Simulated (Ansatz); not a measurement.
Relaxation of C$_{2}$H$_{6}$BO (10 atoms, charge 1, multiplicity 1), to a largest force component of 0.015 eV/Å in at most 40 steps.

Theory: RKS PBE-D4/def2-SVP (Ansatz).

```xyz
10
Properties=species:S:1:pos:R:3:forces:R:3
C -1.120 1.659 0.361 -0.99 0.87 0.19
O -0.188 0.882 0.200 -1.65 1.58 0.33
B 0.773 0.035 0.026 2.05 -3.63 -0.80
C 0.470 -1.473 -0.325 -0.32 0.94 0.27
H -1.530 2.221 -0.481 -0.06 0.20 -0.65
H -1.555 1.810 1.351 -0.08 -0.09 0.67
H 1.876 0.418 0.127 0.90 0.61 0.15
H -0.588 -1.717 -0.323 -0.73 -0.15 -0.01
H 0.985 -2.131 0.373 0.48 -0.33 0.55
H 0.878 -1.705 -1.308 0.40 -0.02 -0.70
```

Where does it end, and by what steps?

The run converged. Limits of this set-up: the dipole of an ion depends on the origin. After 8 steps the energy has fallen by 0.304 eV; H10 moved furthest, 0.09 Å.

```
step  energy less start (eV)  largest force component (eV/Å)  accepted
   0                  0.0000                           3.629       yes
   1                 -0.2196                           1.861       yes
   2                  0.2375                           3.334        no
   3                 -0.1970                           2.531        no
   4                 -0.2916                           0.400       yes
   5                 -0.3009                           0.132       yes
   6                 -0.3040                           0.044       yes
   7                 -0.3044                           0.022       yes
   8                 -0.3045                           0.008       yes
```

```xyz
10
Properties=species:S:1:pos:R:3
C -1.148 1.708 0.381
O -0.239 0.885 0.199
B 0.797 -0.040 -0.006
C 0.463 -1.507 -0.335
H -1.542 2.278 -0.488
H -1.542 1.857 1.410
H 1.882 0.488 0.111
H -0.609 -1.771 -0.379
H 0.985 -2.147 0.412
H 0.954 -1.750 -1.305
```

Whether the end is a true minimum wasn't checked by a vibrational analysis.

The run took 19 s on 1 thread of Arm Neoverse V2 (shared host), peak memory 0.12 GiB.
